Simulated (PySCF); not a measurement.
Compound: C₅H₁₄OSi₃.
SMILES with atom numbers: `[O:1]=[CH:2][C:3]([SiH3:4])([SiH3:5])[SiH2:6][CH:7]1[CH2:8][CH2:9]1`

Geometry (GFN2-xTB, Å), atoms numbered from 1 in this order:
```
atom  x, y, z in Å
O1    -0.7433   -0.5415    2.3276
C2    -1.5599   -0.3008    1.4642
C3    -1.2163    0.4159    0.2470
Si4   -1.6278   -0.6919   -1.2533
Si5   -2.2496    2.0193    0.2008
Si6    0.6597    0.7700    0.4710
C7     1.6703   -0.8107    0.4171
C8     3.1437   -0.7053    0.1454
C9     2.2422   -1.2841   -0.8908
H10   -2.6114   -0.6267    1.5880
H11   -0.8952   -1.9553   -1.1692
H12   -3.0656   -0.9816   -1.2665
H13   -1.2579    0.0279   -2.4710
H14   -3.6762    1.6854    0.2574
H15   -1.9525    2.7282   -1.0419
H16   -1.9115    2.8582    1.3505
H17    0.8994    1.5464    1.6882
H18    1.0570    1.6043   -0.6815
H19    1.3843   -1.5913    1.1100
H20    3.8138   -1.3672    0.6736
H21    3.5561    0.2767   -0.0298
H22    2.0458   -0.7010   -1.7783
H23    2.2898   -2.3479   -1.0752
```

NICS = −σ at a ghost point: NICS(0) at the centroid of the ring atoms, NICS(1) 1 Å to either side along the normal of their mean plane, zz for the tensor component along that normal. Level: GIAO PBE0/pcSseg-1 (PySCF, non-relativistic, gas phase) on the GFN2-xTB geometry, one conformer.

Ring bond lengths (Å), with Mayer bond orders in brackets: C7–C8 1.502 (0.96), C8–C9 1.490 (0.98), C9–C7 1.504 (0.95).

**Question.** Give the NICS values of each ring in ppm.

**Answer.** 
```json
{"ring": "C7–C8–C9", "type": "3-membered carbocycle; formal bonds all single", "NICS(0)": "-45.6", "NICS(1), two faces": "-8.3 / -9.3", "NICS(1)zz, two faces": "-23.9 / -23.5", "rms pucker (Å)": "0.00", "centre to ring atoms, mean (Å)": "0.87"}
```

**Question.** What do they say, and how far can they be read as aromaticity?

**Answer.** 
- C7–C8–C9: mean NICS(1)zz -23.7 ppm, shielded. C7, C8, C9 have four or more neighbours, so the value isn't read as a sign of a π ring current. NICS(0) lies 37 ppm below the mean NICS(1).

**Question.** At the first NICS(1) probe listed for ring C7–C8–C9, 1 Å off the ring, how large is the induced field along the normal in 7.05 T applied along it?

**Answer.** NICSzz × B0 = -23.9 ppm × 7.05 T = -168 μT, against the applied field.

**Question.** Give the inner angles of the rings and the Hirshfeld charges of the ring atoms.

**Answer.** 
- C7–C8–C9: C7 59.5° (-0.133 e), C8 60.3° (-0.085 e), C9 60.2° (-0.089 e); sum 180.0° against 180° for a flat convex ring.

**Question.** How shielded are the nuclei of the rings and their hydrogens (means over atoms taken as equivalent)?

**Answer.** 
```
   atoms                  environment  σ isotropic (ppm)
      C7  sp3 carbon bound to silicon              192.8
 C8 (×2)   three-membered-ring carbon              182.4
     H19             methine hydrogen              31.54
H20 (×2)           methylene hydrogen              31.03
H21 (×2)           methylene hydrogen              31.57
```

Time: 2.0 min of wall time; peak memory 1.1 GiB. Hardware: Arm Neoverse N1, one thread, shared host with 64 logical CPUs at a one-minute load of 62. This is the whole shielding run at PBE0/pcSseg-1, SCF included.
